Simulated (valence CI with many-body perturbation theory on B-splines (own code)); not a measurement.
## E1 transitions of Os XXVII

Level of theory: relativistic CI+MBPT: four valence electrons over a frozen Dirac-Fock core [Kr] 4d10, radial functions for each j: 7 s, 7 p, 7 d, 7 f, 4 g, 2 h, with the one-electron correlation potential Σ1 (screened to all orders), the two-electron term Σ2, the three-electron term Σ3, Breit, model QED; selected single and double excitations, second order for the rest, scaled by the run's own slope (own B-spline code, finite nucleus).

No measured spectrum was set against this ion. As an estimate, large intervals hold to a few tenths of a per cent, small ones and those within an open d or f shell to about a per cent. Excitations out of the core, of the other parity, are not computed and may begin above about 171 eV (a cautious bound); beyond it only levels of the ground parity were kept, without lifetimes.

Lines 1 to 50 of 364 in falling wavelength, among levels below 1380200 cm⁻¹, chosen from the strongest by gf and those to the six lowest levels. Wavelengths and rates use the calculated energies. Electric multipoles are in the length gauge, E1 and E2 with the static RPA response of the core. Weak lines are less certain than strong ones. Lines between different terms over intervals too small for the method are left out, as are lines whose strength nearly cancels. Where a level lies close to another of its J and parity, the split of strength between their lines is uncertain. The highest levels of a list are the least certain.

Levels are named by their leading jj configuration (3d3/2^4 stands for four electrons in 3d with j = 3/2), which in mixed levels can hold well under half, so a name can repeat and another be missing. Letters in brackets count levels of one name in rising energy.

| λ vac (Å) | Upper | Lower | A (s⁻¹) | S (a.u.) with core polarisation | S without |
| --- | --- | --- | --- | --- | --- |
| 451.4 | (4f5/2^3 5p1/2) J=2 | (4f5/2^2 4f7/2 5s) J=3 [f] | 4.13e+05 | 9.37e-05 | 1.22e-04 |
| 433.5 | (4f5/2^2 4f7/2 5p1/2) J=5 [b] | (4f5/2 4f7/2^2 5s) J=4 [h] | 1.68e+05 | 7.45e-05 | 9.70e-05 |
| 419.5 | (4f5/2^3 5p1/2) J=3 | (4f5/2^2 4f7/2 5s) J=3 [f] | 9.11e+05 | 2.32e-04 | 3.01e-04 |
| 415.0 | (4f5/2^3 5p1/2) J=3 | (4f5/2 4f7/2^2 5s) J=4 [g] | 7.36e+05 | 1.82e-04 | 2.35e-04 |
| 408.2 | (4f5/2^2 4f7/2 5p1/2) J=4 | (4f5/2 4f7/2^2 5s) J=3 [e] | 7.24e+05 | 2.19e-04 | 2.84e-04 |
| 401.4 | (4f5/2^2 4f7/2 5p1/2) J=3 | (4f7/2^3 5s) J=2 [b] | 3.49e+05 | 7.80e-05 | 1.01e-04 |
| 393.9 | (4f5/2^3 5p1/2) J=5 | (4f5/2^2 4f7/2 5s) J=5 [c] | 8.45e+05 | 2.81e-04 | 3.63e-04 |
| 392.7 | (4f5/2^2 4f7/2 5p1/2) J=3 | (4f7/2^3 5s) J=3 [a] | 8.21e+05 | 1.72e-04 | 2.23e-04 |
| 390.5 | (4f5/2 4f7/2^2 5p1/2) J=6 | (4f7/2^3 5s) J=5 [c] | 3.56e+05 | 1.36e-04 | 1.76e-04 |
| 389.6 | (4f5/2^2 4f7/2 5p1/2) J=6 | (4f7/2^3 5s) J=7 | 3.57e+05 | 1.35e-04 | 1.76e-04 |
| 389.3 | (4f5/2^2 4f7/2 5p1/2) J=5 [b] | (4f7/2^3 5s) J=5 [c] | 2.18e+05 | 6.98e-05 | 9.04e-05 |
| 388.1 | (4f5/2^2 4f7/2 5p1/2) J=6 | (4f5/2 4f7/2^2 5s) J=6 [d] | 5.30e+05 | 1.99e-04 | 2.57e-04 |
| 385.7 | (4f5/2^2 4f7/2 5p1/2) J=4 | (4f7/2^3 5s) J=5 [c] | 2.46e+05 | 6.26e-05 | 8.14e-05 |
| 381.9 | (4f5/2^2 4f7/2 5p1/2) J=5 [a] | (4f5/2 4f7/2^2 5s) J=6 [d] | 2.16e+05 | 6.54e-05 | 8.55e-05 |
| 373.3 | (4f5/2^2 4f7/2 5p1/2) J=2 | (4f7/2^3 5s) J=2 [a] | 1.74e+06 | 2.23e-04 | 2.89e-04 |
| 367.5 | (4f5/2^2 4f7/2 5p1/2) J=6 | (4f7/2^3 5s) J=5 [a] | 3.04e+05 | 9.67e-05 | 1.25e-04 |
| 367.4 | (4f5/2^3 5p1/2) J=5 | (4f5/2 4f7/2^2 5s) J=5 [b] | 5.19e+05 | 1.40e-04 | 1.81e-04 |
| 367.3 | (4f5/2^2 4f7/2 5p1/2) J=5 [a] | (4f5/2 4f7/2^2 5s) J=4 [d] | 2.60e+05 | 6.98e-05 | 9.01e-05 |
| 365.9 | (4f5/2^3 5p1/2) J=1 | (4f5/2 4f7/2^2 5s) J=1 [c] | 1.92e+06 | 1.40e-04 | 1.81e-04 |
| 365.6 | (4f5/2^2 4f7/2 5p1/2) J=7 | (4f5/2 4f7/2^2 5s) J=8 [c] | 2.96e+05 | 1.07e-04 | 1.39e-04 |
| 364.2 | (4f5/2^3 5p1/2) J=3 | (4f5/2 4f7/2^2 5s) J=3 [d] | 9.38e+05 | 1.57e-04 | 2.03e-04 |
| 363.9 | (4f5/2^2 4f7/2 5p1/2) J=4 | (4f5/2 4f7/2^2 5s) J=3 [d] | 5.75e+06 | 1.23e-03 | 1.60e-03 |
| 363.8 | (4f5/2^2 4f7/2 5p1/2) J=6 | (4f5/2 4f7/2^2 5s) J=6 [c] | 3.46e+05 | 1.07e-04 | 1.38e-04 |
| 363.8 | (4f5/2^3 5p1/2) J=4 | (4f5/2 4f7/2^2 5s) J=3 [a] | 7.23e+05 | 1.55e-04 | 2.01e-04 |
| 363.0 | (4f5/2^3 5p1/2) J=4 | (4f5/2^2 4f7/2 5s) J=3 [e] | 2.79e+05 | 5.93e-05 | 7.66e-05 |
| 362.1 | (4f5/2^2 4f7/2 5p1/2) J=2 | (4f5/2 4f7/2^2 5s) J=2 [c] | 4.91e+06 | 5.75e-04 | 7.45e-04 |
| 359.4 | (4f5/2^3 5p1/2) J=5 | (4f5/2 4f7/2^2 5s) J=6 [b] | 2.00e+06 | 5.04e-04 | 6.52e-04 |
| 359.1 | (4f5/2^2 4f7/2 5p1/2) J=7 | (4f7/2^3 5s) J=7 | 5.08e+05 | 1.74e-04 | 2.23e-04 |
| 358.4 | (4f5/2^2 4f7/2 5p1/2) J=5 [a] | (4f5/2 4f7/2^2 5s) J=6 [c] | 2.89e+05 | 7.22e-05 | 9.30e-05 |
| 358.4 | (4f5/2^2 4f7/2 5p1/2) J=5 [b] | (4f7/2^3 5s) J=4 [a] | 6.10e+05 | 1.52e-04 | 1.97e-04 |
| 357.9 | (4f5/2^2 4f7/2 5p1/2) J=7 | (4f5/2 4f7/2^2 5s) J=6 [d] | 2.16e+06 | 7.32e-04 | 9.42e-04 |
| 357.7 | (4f5/2^2 4f7/2 5p1/2) J=3 | (4f5/2 4f7/2^2 5s) J=2 [c] | 2.37e+06 | 3.75e-04 | 4.83e-04 |
| 357.7 | (4f5/2^3 5p1/2) J=5 | (4f5/2 4f7/2^2 5s) J=6 [a] | 5.50e+05 | 1.37e-04 | 1.77e-04 |
| 357.3 | (4f5/2 4f7/2^2 5p1/2) J=6 | (4f7/2^3 5s) J=5 [b] | 2.42e+05 | 7.09e-05 | 9.18e-05 |
| 356.6 | (4f5/2^3 5p1/2) J=1 | (4f5/2 4f7/2^2 5s) J=1 [b] | 1.65e+06 | 1.11e-04 | 1.44e-04 |
| 356.4 | (4f5/2^2 4f7/2 5p1/2) J=4 | (4f5/2 4f7/2^2 5s) J=3 [c] | 9.84e+05 | 1.98e-04 | 2.56e-04 |
| 355.3 | (4f5/2 4f7/2^2 5p1/2) J=6 | (4f7/2^3 5s) J=7 | 3.01e+05 | 8.66e-05 | 1.10e-04 |
| 355.2 | (4f5/2^2 4f7/2 5p1/2) J=4 | (4f7/2^3 5s) J=4 [a] | 3.34e+05 | 6.64e-05 | 8.65e-05 |
| 354.9 | (4f5/2^2 4f7/2 5p1/2) J=7 | (4f5/2 4f7/2^2 5s) J=8 [b] | 3.40e+06 | 1.12e-03 | 1.45e-03 |
| 354.1 | (4f5/2 4f7/2^2 5p1/2) J=6 | (4f5/2 4f7/2^2 5s) J=6 [d] | 7.89e+05 | 2.25e-04 | 2.91e-04 |
| 354.1 | (4f5/2^2 4f7/2 5p1/2) J=6 | (4f5/2^2 4f7/2 5s) J=5 [c] | 1.56e+06 | 4.45e-04 | 5.73e-04 |
| 353.9 | (4f5/2^3 5p1/2) J=4 | (4f5/2 4f7/2^2 5s) J=5 [b] | 5.82e+05 | 1.15e-04 | 1.48e-04 |
| 353.2 | (4f5/2^2 4f7/2 5p1/2) J=2 | (4f5/2 4f7/2^2 5s) J=3 [c] | 5.73e+05 | 6.23e-05 | 8.03e-05 |
| 353.1 | (4f5/2^2 4f7/2 5p1/2) J=5 [b] | (4f5/2 4f7/2^2 5s) J=6 [d] | 1.73e+06 | 4.13e-04 | 5.35e-04 |
| 351.6 | (4f5/2^2 4f7/2 5p1/2) J=7 | (4f5/2 4f7/2^2 5s) J=7 [b] | 2.44e+05 | 7.86e-05 | 1.01e-04 |
| 351.3 | (4f5/2^3 5p1/2) J=2 | (4f5/2 4f7/2^2 5s) J=2 [a] | 1.20e+06 | 1.28e-04 | 1.66e-04 |
| 348.6 | (4f5/2^3 5p1/2) J=1 | (4f5/2 4f7/2^2 5s) J=0 | 1.52e+06 | 9.53e-05 | 1.24e-04 |
| 348.0 | (4f5/2^2 4f7/2 5p1/2) J=3 | (4f7/2^3 5s) J=4 [a] | 1.35e+06 | 1.97e-04 | 2.54e-04 |
| 347.9 | (4f5/2 4f7/2^2 5p1/2) J=6 | (4f5/2 4f7/2^2 5s) J=7 [b] | 2.12e+06 | 5.72e-04 | 7.34e-04 |
| 347.4 | (4f5/2^3 5p1/2) J=5 | (4f5/2^2 4f7/2 5s) J=4 [c] | 1.46e+06 | 3.33e-04 | 4.29e-04 |
